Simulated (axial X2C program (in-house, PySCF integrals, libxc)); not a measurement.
# Density and ELF of GeTe⁻

Calculated with an in-house relativistic program for diatomic molecules. Two-component (2c) means X2C with spin–orbit coupling and atomic mean-field two-electron Coulomb and Gaunt terms. Basis: Te dyall-acv3z [12s13p9d5f1g], Ge dyall-acv3z [10s10p8d5f1g] (cores contracted in-house); Gaussian nuclei, density fitting, unrestricted open shells. Masses: Te 129.906 u, Ge 73.921 u.

PBE0, two-component, state Ω = 1/2 (⟨Sz⟩ = -0.50, ⟨Lz⟩ = 1.00 at PBE0); Te at z = 0, Ge at z = 2.469 Å.

The maps cover the half plane through the axis: z from -2.4 to 4.8 Å along the bond, ρ from 0.15 to 2.25 Å away from it (steps of 0.3 Å, the bottom row nearest the axis).

log10 of the density in e/bohr³:

digits 0 to 9 span -3.82 to 1.83 evenly
```
0001112222211111111111000
0011222222222222222211100
0112223333332222332222110
0122333444333333333322210
1123344444443334444332211
1223345555544444554433221
1223445676544456765443221
1233456797654457986443221
```

Electron localisation function (collinear form, no current term, damped to 0 at low density):

digits 0 to 9 span 0.00 to 1.00 evenly
```
0001244544321112334432100
0013456666532223456554210
0124667777653334567765310
0135677777764445677876521
1246777545665444456887631
1356763222356531113688642
1356742676236413641478752
1356634575426417273278752
```

Axial spin density in 10⁻³ e/bohr³:

digits 0 to 9 span -2.01 to 2.01 evenly, values beyond are clipped
```
4444444455554433222334444
4444444445554321000123444
4444443445554200000013344
4444433235664100000002344
5444432125764000000002344
5555432224774000000003444
5555555554675100620145555
5555665119576426055986555
```

One determinant describes the state; a PBE0 search over occupations chose it and may have missed a lower one. Density functionals use the spin component along the axis (collinear). The functionals have no current-density term, which raises determinants with orbital currents, atoms included. The highest occupied level of some functionals is positive through self-interaction error; at Hartree–Fock it is bound. The determinant is spin-polarised beyond a pure state at some levels (its spin-free form has ⟨S²⟩ too high), which makes Re and μ there less reliable.
